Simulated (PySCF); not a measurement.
**Question.** What does the PBE0-D3(BJ)/def2-SVP structure of `C=CC[C@@H]1CCC[O+]1[AlH3-]` look like in three dimensions?

**Answer.** 
```
atom  x, y, z in Å
C1     3.3675    0.9869   -0.1780
C2     2.0480    1.0249   -0.3632
C3     1.2418   -0.0944   -0.9425
C4     0.1738   -0.6474   -0.0114
C5    -0.6284   -1.8101   -0.6062
C6    -2.0822   -1.4792   -0.2808
C7    -2.0745    0.0318   -0.3400
O8    -0.8238    0.3760    0.2763
Al9   -0.7579    1.5741    1.8618
H10    3.9615    0.1078   -0.4519
H11    3.9044    1.8341    0.2556
H12    1.4918    1.9260   -0.0749
H13    0.7389    0.2400   -1.8688
H14    1.9022   -0.9315   -1.2244
H15    0.6177   -0.9017    0.9631
H16   -0.4794   -1.8444   -1.6977
H17   -0.3038   -2.7766   -0.1971
H18   -2.3433   -1.8049    0.7382
H19   -2.7987   -1.9309   -0.9809
H20   -2.0808    0.4121   -1.3757
H21   -2.8689    0.5244    0.2358
H22   -0.3894    2.9998    1.2231
H23    0.3927    0.8191    2.6891
H24   -2.2802    1.3750    2.3469
```

Any rigid rotation of these coordinates is as good. Atoms count from 1 in this order. Of the pairs four or more bonds apart, H21···H24 is among the closest relative to their van der Waals radii: 2.35 Å, 98 % of the sum of Bondi's values. O8 (oxygen bonded to Al and 2 C) has angles 123.9°, 121.0° and 110.1°, sum 355.0°, 0.21 Å off the plane of its three neighbours. The C–O distances run from 1.436 Å (C7–O8, drawn single) to 1.458 Å (C4–O8, drawn single), a spread of 0.022 Å. The 5-membered ring C4–C5–C6–C7–O8 has internal angles of 101.7° to 110.1°; it is puckered, 0.17 Å rms from its mean plane, widest ring torsion 40°.

Bonds between heavy atoms (Å): C1=C2 1.333, C2–C3 1.496, C3–C4 1.521, C4–C5 1.533, C5–C6 1.526, C6–C7 1.512, C7–O8 1.436, O8–Al9 1.988, C4–O8 1.458.

Theory: PBE0-D3(BJ)/def2-SVP geometry optimisation, gas phase in PySCF 2.14.0.

Point group: C1 (no symmetry element, even within 0.4 Å). Not checked by PBE0-D3(BJ)/def2-SVP frequencies. One conformer, not necessarily the lowest (C1–C2–C3–C4 119°, C2–C3–C4–C5 -179°, C3–C4–C5–C6 -134°, C4–C5–C6–C7 33°, C5–C6–C7–O8 -40°, C6–C7–O8–Al9 -123°).
